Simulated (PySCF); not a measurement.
PySCF job for C2H6Cd, SMILES [CH3][Cd][CH3] (connectivity only; charge and spin as stated), charge +1, multiplicity 2, PBE-D3(BJ)/def2-SVP. Coordinates come from a PBE-D3(BJ)/def2-SVP optimisation. The multiplicity is an assumed one; other spin states were not compared. The isomer is the one that the SMILES or the coordinates give; other isomers of the formula were not compared. The def2 effective core potentials stand for the cores of Cd; spin–orbit coupling is left out.

```python
import numpy as np
from pyscf import gto, scf, dft, df
from pyscf.hessian import thermo

mol = gto.M(
    atom='''
    Cd    0.00000000    0.00000000    0.00000000
    C     0.00000000   -0.00000000   -2.23434390
    H    -0.92884602    0.55436834   -2.45974042
    H     0.94452007    0.52722007   -2.45974042
    H    -0.01567406   -1.08158841   -2.45974042
    C    -0.00000000    0.00000000    2.23434390
    H    -0.92884601   -0.55436834    2.45974042
    H     0.94452008   -0.52722007    2.45974042
    H    -0.01567406    1.08158841    2.45974042
    ''',
    basis='def2-SVP',
    ecp={'Cd': 'def2-svp'},
    charge=1,
    spin=1,
    max_memory=1600,
    verbose=3,
)
mf = dft.UKS(mol, xc='pbe').density_fit(auxbasis='def2-universal-jkfit')
mf.disp = 'd3bj'
mf.grids.level = 3
mf.conv_tol = 1e-11
mf.max_cycle = 100
mf.kernel()
fine, coarse = mf.grids, dft.Grids(mol).set(level=1).build(with_non0tab=True)
for _ in range(3):  # follow internal instabilities
    mf.grids = coarse
    mo, _, stable, _ = mf.stability(return_status=True, nroots=4)
    mf.grids = fine
    if stable:
        break
    mf.kernel(mf.make_rdm1(mo, mf.mo_occ))

# [left out here: the lines that compute and print the analytic Hessian (its translational invariance restored by hand, since the grid's response is missing), thermochemistry and intensities]
```

Log of the run:

```

WARN: HOMO -0.696578622849596 >= LUMO -0.696578622849595

converged SCF energy = -247.047790347447  <S^2> = 0.76062817  2S+1 = 2.0106001
<class 'pyscf.df.df_jk.DFUKS'> wavefunction is stable in the internal stability analysis

WARN: DFTD3 does not support analytical Hessian, using finite difference


WARN: Mole.unit (angstrom) is changed to Bohr

Mode                                 0                   1                   2
Irrep
Freq [cm^-1]                      -16.4569             63.1750             63.1911
Reduced mass [au]                   1.0080              3.7873              3.7873
Force const [Dyne/A]               -0.0002              0.0089              0.0089
Char temp [K]                     -23.6778             90.8948             90.9179
Normal mode                   x     y     z       x     y     z       x     y     z
       0  Cd                -0.00 -0.00 -0.00   -0.02  0.04  0.00    0.04  0.02  0.00
       1   C                 0.00  0.00 -0.00    0.06 -0.14  0.00   -0.14 -0.06 -0.00
       2   H                -0.21 -0.35  0.00    0.07 -0.16 -0.08   -0.16 -0.07  0.06
       3   H                -0.20  0.36 -0.00    0.07 -0.16 -0.01   -0.16 -0.07 -0.10
       4   H                 0.41 -0.01 -0.00    0.07 -0.16  0.09   -0.16 -0.07  0.04
       5   C                 0.00  0.00  0.00    0.06 -0.14 -0.00   -0.14 -0.06 -0.00
       6   H                -0.21  0.35  0.00    0.07 -0.16 -0.01   -0.16 -0.07 -0.10
       7   H                -0.20 -0.36  0.00    0.07 -0.16 -0.08   -0.16 -0.07  0.06
       8   H                 0.41  0.01  0.00    0.07 -0.16  0.09   -0.16 -0.07  0.04
Mode                                 3                   4                   5
Irrep
Freq [cm^-1]                      323.6286            347.5296            580.5705
Reduced mass [au]                   7.2026              4.1136              1.0814
Force const [Dyne/A]                0.4445              0.2927              0.2148
Char temp [K]                     465.6295            500.0177            835.3117
Normal mode                   x     y     z       x     y     z       x     y     z
       0  Cd                -0.00 -0.00  0.04    0.00 -0.00 -0.00    0.01  0.00  0.00
       1   C                 0.00  0.00 -0.17   -0.00  0.00  0.19   -0.05 -0.02 -0.00
       2   H                -0.01  0.01 -0.11    0.00 -0.00  0.17    0.06  0.03 -0.30
       3   H                 0.01  0.01 -0.11   -0.00 -0.00  0.17    0.06  0.03  0.54
       4   H                -0.00 -0.01 -0.11    0.00  0.00  0.17    0.07  0.03 -0.25
       5   C                 0.00  0.00 -0.17   -0.00  0.00 -0.19   -0.05 -0.02 -0.00
       6   H                 0.01  0.01 -0.11    0.00  0.00 -0.17    0.06  0.03  0.54
       7   H                -0.01  0.01 -0.11   -0.00  0.00 -0.17    0.06  0.04 -0.31
       8   H                 0.00 -0.01 -0.11    0.00 -0.00 -0.17    0.07  0.03 -0.24
Mode                                 6                   7                   8
Irrep
Freq [cm^-1]                      580.5869            590.6939            590.7144
Reduced mass [au]                   1.0814              1.0744              1.0744
Force const [Dyne/A]                0.2148              0.2209              0.2209
Char temp [K]                     835.3353            849.8770            849.9065
Normal mode                   x     y     z       x     y     z       x     y     z
       0  Cd                -0.00  0.01  0.00    0.00 -0.00 -0.00    0.00  0.00  0.00
       1   C                 0.02 -0.05  0.00   -0.05 -0.02 -0.00    0.02 -0.05  0.00
       2   H                -0.03  0.06  0.46    0.07  0.03 -0.34   -0.02  0.07  0.42
       3   H                -0.03  0.07  0.03    0.06  0.02  0.54   -0.03  0.07  0.09
       4   H                -0.03  0.06 -0.49    0.07  0.02 -0.19   -0.03  0.06 -0.51
       5   C                 0.02 -0.05 -0.00    0.05  0.02  0.00   -0.02  0.05 -0.00
       6   H                -0.03  0.07  0.04   -0.06 -0.02 -0.54    0.03 -0.07 -0.10
       7   H                -0.03  0.06  0.45   -0.07 -0.03  0.35    0.02 -0.07 -0.42
       8   H                -0.03  0.06 -0.49   -0.07 -0.02  0.19    0.03 -0.06  0.51
Mode                                 9                  10                  11
Irrep
Freq [cm^-1]                      959.1840           1057.8457           1327.4721
Reduced mass [au]                   1.1229              1.1907              1.0877
Force const [Dyne/A]                0.6087              0.7850              1.1293
Char temp [K]                    1380.0522           1522.0044           1909.9368
Normal mode                   x     y     z       x     y     z       x     y     z
       0  Cd                 0.00 -0.00  0.01    0.00 -0.00  0.00    0.00  0.00  0.00
       1   C                -0.00 -0.00  0.07   -0.00 -0.00  0.08    0.00  0.06  0.00
       2   H                 0.07 -0.04 -0.37    0.07 -0.04 -0.36   -0.27 -0.38  0.05
       3   H                -0.07 -0.04 -0.37   -0.07 -0.04 -0.36    0.26 -0.38  0.06
       4   H                 0.00  0.09 -0.37    0.00  0.08 -0.36   -0.01  0.07 -0.11
       5   C                -0.00 -0.00  0.07    0.00  0.00 -0.08   -0.00  0.06  0.00
       6   H                -0.07 -0.04 -0.37    0.07  0.04  0.36    0.27 -0.38  0.05
       7   H                 0.07 -0.04 -0.37   -0.07  0.04  0.36   -0.26 -0.39  0.05
       8   H                -0.00  0.09 -0.37    0.00 -0.08  0.36    0.00  0.07 -0.11
Mode                                12                  13                  14
Irrep
Freq [cm^-1]                     1327.4771           1329.7397           1329.7450
Reduced mass [au]                   1.0877              1.0859              1.0859
Force const [Dyne/A]                1.1293              1.1313              1.1313
Char temp [K]                    1909.9440           1913.1993           1913.2070
Normal mode                   x     y     z       x     y     z       x     y     z
       0  Cd                -0.00  0.00  0.00    0.00  0.00 -0.00    0.00  0.00  0.00
       1   C                -0.06  0.00  0.00    0.00  0.06  0.00   -0.06  0.00  0.00
       2   H                 0.08  0.26  0.09   -0.27 -0.39  0.05    0.07  0.25  0.10
       3   H                 0.08 -0.27 -0.09    0.26 -0.38  0.06    0.08 -0.28 -0.10
       4   H                 0.54 -0.01 -0.00   -0.01  0.07 -0.11    0.54 -0.01 -0.00
       5   C                -0.06 -0.00 -0.00    0.00 -0.06 -0.00    0.06  0.00  0.00
       6   H                 0.08 -0.26 -0.09   -0.27  0.38 -0.06   -0.08  0.27  0.10
       7   H                 0.07  0.27  0.09    0.26  0.39 -0.05   -0.07 -0.26 -0.10
       8   H                 0.54  0.01  0.00    0.01 -0.07  0.11   -0.54 -0.01  0.00
Mode                                15                  16                  17
Irrep
Freq [cm^-1]                     2988.3784           2991.0919           3165.8572
Reduced mass [au]                   1.0166              1.0158              1.1148
Force const [Dyne/A]                5.3489              5.3545              6.5831
Char temp [K]                    4299.6112           4303.5153           4554.9637
Normal mode                   x     y     z       x     y     z       x     y     z
       0  Cd                 0.00  0.00  0.00    0.00 -0.00 -0.00   -0.00 -0.00  0.00
       1   C                -0.00  0.00 -0.02   -0.00  0.00 -0.02   -0.07 -0.00 -0.00
       2   H                 0.34 -0.20  0.08    0.34 -0.20  0.07    0.37 -0.23  0.09
       3   H                -0.35 -0.19  0.08   -0.35 -0.19  0.07    0.42  0.24 -0.10
       4   H                 0.01  0.40  0.08    0.01  0.40  0.07   -0.00  0.05  0.01
       5   C                 0.00  0.00 -0.02    0.00  0.00  0.02   -0.07 -0.01 -0.00
       6   H                -0.34 -0.20  0.08    0.34  0.20 -0.08    0.41  0.25 -0.10
       7   H                 0.35 -0.19  0.08   -0.35  0.19 -0.08    0.38 -0.22  0.09
       8   H                -0.01  0.40  0.08    0.01 -0.40 -0.08   -0.01  0.04  0.01
Mode                                18                  19                  20
Irrep
Freq [cm^-1]                     3165.8669           3167.5206           3167.5294
Reduced mass [au]                   1.1148              1.1152              1.1152
Force const [Dyne/A]                6.5832              6.5925              6.5925
Char temp [K]                    4554.9776           4557.3569           4557.3696
Normal mode                   x     y     z       x     y     z       x     y     z
       0  Cd                -0.00  0.00  0.00    0.00 -0.00  0.00    0.00 -0.00  0.00
       1   C                -0.00  0.07  0.00    0.07  0.00 -0.00   -0.00  0.07  0.00
       2   H                 0.27 -0.15  0.07   -0.38  0.23 -0.09    0.25 -0.14  0.06
       3   H                -0.20 -0.10  0.05   -0.41 -0.23  0.10   -0.21 -0.11  0.05
       4   H                -0.01 -0.53 -0.11    0.01 -0.03 -0.01   -0.01 -0.53 -0.11
       5   C                -0.01  0.07  0.00   -0.07 -0.00 -0.00    0.00 -0.07  0.00
       6   H                -0.20 -0.12  0.05    0.40  0.24 -0.10    0.22  0.12 -0.05
       7   H                 0.26 -0.14  0.06    0.39 -0.22  0.10   -0.25  0.13 -0.06
       8   H                 0.01 -0.53 -0.11   -0.01  0.02  0.00   -0.01  0.53  0.11
temperature 298.1500 [K]
pressure 101325.00 [Pa]
Rotational constants [GHz] 71.41512 3.15752 3.15752
Symmetry number 6
Zero-point energy (ZPE) 0.06634 [Eh]   174163.108 [J/mol]
                           tot       elec      trans        rot        vib
Entropy [J/mol/K]       316.222      5.763    170.596     83.960     55.903
Cv [J/mol/K]             78.011      0.000     12.472     12.472     53.068
Cp [J/mol/K]             86.326      0.000     20.786     12.472     53.068
Internal energy [J/mol]                      3718.434   3718.434 182447.051
Internal energy [Eh]   -246.97547  -247.04779
Enthalpy [J/mol]                             6197.391   3718.434 182447.051
Enthalpy [Eh]          -246.97452
Gibbs free energy [J/mol]                  -44665.746 -21314.128 165779.542
Gibbs free energy [Eh] -247.01043
mode   freq/cm-1   IR/(km/mol)
   1      -16.46         0.000
   2       63.18         1.042
   3       63.19         1.042
   4      323.63        85.946
   5      347.53         0.000
   6      580.57        27.627
   7      580.59        27.629
   8      590.69         0.001
   9      590.71         0.001
  10      959.18       282.851
  11     1057.85         0.000
  12     1327.47        17.605
  13     1327.48        17.609
  14     1329.74         0.009
  15     1329.74         0.010
  16     2988.38        97.839
  17     2991.09         0.001
  18     3165.86        39.987
  19     3165.87        39.982
  20     3167.52         0.001
  21     3167.53         0.001
max |gradient| / (hartree/bohr): 2.9818005300043788e-05
APT charges: [0.4178 0.2091 0.0273 0.0273 0.0274 0.2091 0.0273 0.0273 0.0274]
```

Self-consistency was reached. The end point has an imaginary mode, so it is no minimum.

Cost: around 2.3 core-minutes (rough).
